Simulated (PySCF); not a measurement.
Assigning NMR signals

Bonds (- single, = double, # triple, : aromatic): C1-C2, C2-Si3, Si3-O4, Si3-O5, Si3-O6, O6-C7, C7=O8. C1 carries H9, H10, H11; C2 carries H12, H13; O4 carries H14; O5 carries H15; C7 carries H16.

[PySCF 2.14.0 with density-fitted response routines: structure optimised with GFN2-xTB; GIAO PBE0/pcSseg-1 shieldings; no solvent; equivalent nuclei averaged; no relativistic terms; one conformer]

Scale: 13C (186.93 ppm), 1H (31.72 ppm) against TMS (reference shieldings calculated alike).

**Question.** Assign these signals to the numbered atoms. 13C{1H} NMR (computed): δ 166.8 (CH), 9.7 (CH2), 8.9 (CH3).

**Answer.** 
| δ (ppm) | atoms | environment | reason |
| --- | --- | --- | --- |
| 166.8 | C7 | carbonyl carbon | – |
| 9.7 | C2 | sp3 CH2 bonded to Si | an electropositive neighbour leaves it electron-rich and shielded |
| 8.9 | C1 | methyl carbon | a saturated carbon with 1 carbon neighbour and no heteroatom attached |

C2 and C1 lie closer than the usual error of such a calculation, so a measured spectrum could show them in the other order.

**Question.** Assign these signals to the numbered atoms. 1H NMR (500 MHz, computed): δ 8.10 (s, 1H), 2.99 (br s, 2H), 1.10 (t, 3H), 0.82 (q, 2H).

**Answer.** 
| δ (ppm) | atoms | environment | reason |
| --- | --- | --- | --- |
| 8.10 | H16 | hydrogen on a carbonyl carbon | – |
| 2.99 | H14/H15 | hydrogen on an oxygen bonded to Si | exchangeable, gas-phase position |
| 1.10 | H9/H10/H11 | hydrogen on a methyl carbon | – |
| 0.82 | H12/H13 | hydrogen on an sp3 CH2 bonded to Si | an electropositive neighbour shields it, as in TMS itself |

OH and NH positions are those of a molecule without intermolecular hydrogen bonds; in solution they move with solvent, concentration and temperature, and exchange usually removes their couplings. Shifts are as computed. Against solution values, carbons near 30 ppm lie about +3 ppm off and those near 130 ppm about +5 ppm. Of 1309 compounds with measured shifts, 239 miss one by over three times the rms of a fit or turn the order of signals round; such compounds aren't used in these exercises. No couplings were computed; multiplicities are counted from neighbouring protons, with m where these are inequivalent, close in shift, in a saturated or five-membered ring or joined by F or P, and br s for small geminal =CH2 splittings.
